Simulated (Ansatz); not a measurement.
Start from `CS[SiH2]I` and change one atom or group to get `CB[SiH2]SC`.

Ansatz, PBE0-D4/def2-TZVP geometries, multiplicity 1. Each molecule was computed in one conformer, which needn't be the lowest.

Elements past krypton have def2 core potentials.

```tsv
property	`CS[SiH2]I`
HOMO–LUMO gap (ωB97M-V/def2-TZVPP) / eV	10.39
ideal-gas entropy at 298 K and 1 bar (rigid rotor, harmonic PBE0-D4/def2-TZVP) / J/(mol·K)	362
HOMO energy (PBE0/def2-TZVPP) / eV	-7.24
size of the dipole moment (PBE/def2-TZVPP) / D	1.52
size of the dipole moment (B3LYP/def2-TZVPP) / D	1.52
LUMO energy (ωB97M-V/def2-TZVPP) / eV	1.01
```

Q: Give the same properties after the change, and the shifts. (Best estimate.)

A: Computed: 
```tsv
property	`CB[SiH2]SC`	shift
HOMO–LUMO gap (ωB97M-V/def2-TZVPP) / eV	9.03	-1.36
ideal-gas entropy at 298 K and 1 bar (rigid rotor, harmonic PBE0-D4/def2-TZVP) / J/(mol·K)	397	35
HOMO energy (PBE0/def2-TZVPP) / eV	-6.74	0.50
size of the dipole moment (PBE/def2-TZVPP) / D	0.18	-1.34
size of the dipole moment (B3LYP/def2-TZVPP) / D	0.23	-1.29
LUMO energy (ωB97M-V/def2-TZVPP) / eV	0.10	-0.91
```

With PBE0 the HOMO rises by 0.50 eV and the LUMO falls by 1.06 eV, so the gap narrows by about 1.56 eV. PBE moves the HOMO by 0.53 eV and ωB97M-V by 0.45 eV. The zero-point energy changes by 123.6 kJ/mol with +15 modes. Dipoles are sizes alone; their direction can turn. Modes under 60 cm⁻¹, often nearly free rotors, make the harmonic entropy too high.

B3LYP here is the variant with VWN-RPA as its local correlation; programs differ in this.

Spin–orbit coupling is left out; it splits and shifts lone-pair levels of the heavy atoms by tenths of an eV.
